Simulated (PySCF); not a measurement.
Choosing a molecule for a target property.

Species are written as SMILES; each is one conformer at its optimised geometry, gas phase, non-relativistic unless stated; the electronic structure was computed with PySCF and density fitting.

Dipoles, sizes and rotational constants follow the conformer. The torsions of the flexible species, by atom-mapped SMILES:
- `[CH3:1][C:2]([CH3:3])([F:4])[CH2:5][C@:6]([CH3:7])([F:8])[CH2:9][F:10]`: C1–C2–C5–C6 51°, C2–C5–C6–C7 52°, C5–C6–C9–F10 -62°
- `[OH:1][c:2]1[o:3][cH:4][n:5][c:6]1[Cl:7]`: H–O1–C2–O3 180°
- `[F:1][CH2:2][CH2:3][C:4]#[C:5][C:6]#[C:7][C:8]([F:9])([F:10])[F:11]`: F1–C2–C3–C4 70°
- `[CH3:1][C:2]1=[CH:3][SiH2:4][C@H:5]1[CH2:6][CH2:7][SiH2:8][Cl:9]`: Si4–C5–C6–C7 -73°, C5–C6–C7–Si8 177°, C6–C7–Si8–Cl9 54°
- `[CH2:1]=[C:2]([CH3:3])[c:4]1[cH:5][o:6][c:7]([SiH3:8])[cH:9]1`: C1–C2–C4–C5 180°
- `[CH:1]#[C:2][Si@@H:3]([SiH2:4][CH2:5][Cl:6])[CH:7]1[CH2:8][CH2:9]1`: C2–Si3–Si4–C5 -154°, Si3–Si4–C5–Cl6 -55°, C2–Si3–C7–C8 31°

Question: Wanted: smallest rotational constant between 0.3 GHz and 0.4 GHz (GFN2-xTB) and HOMO energy above -7.9 eV (PBE0/pcSseg-1), at GFN2-xTB geometries. Which candidate meets both?
A. `FCCC#CC#CC(F)(F)F`
B. `C=C(C)c1coc([SiH3])c1`
C. `CC1=C[SiH2][C@H]1CC[SiH2]Cl`
D. `C#C[Si@@H]([SiH2]CCl)C1CC1`
E. `CC(C)(F)C[C@](C)(F)CF`
F. `Oc1ocnc1Cl`

Answer: C. Computed values:
```
                    species  smallest rotational constant  HOMO energy
          FCCC#CC#CC(F)(F)F                     0.282 GHz     -8.00 eV
CC1=C[SiH2][C@H]1CC[SiH2]Cl                     0.356 GHz     -7.29 eV
 C#C[Si@@H]([SiH2]CCl)C1CC1                     0.464 GHz     -7.76 eV
      C=C(C)c1coc([SiH3])c1                     0.604 GHz     -6.44 eV
      CC(C)(F)C[C@](C)(F)CF                     0.771 GHz     -8.62 eV
                 Oc1ocnc1Cl                     1.348 GHz     -6.70 eV
```
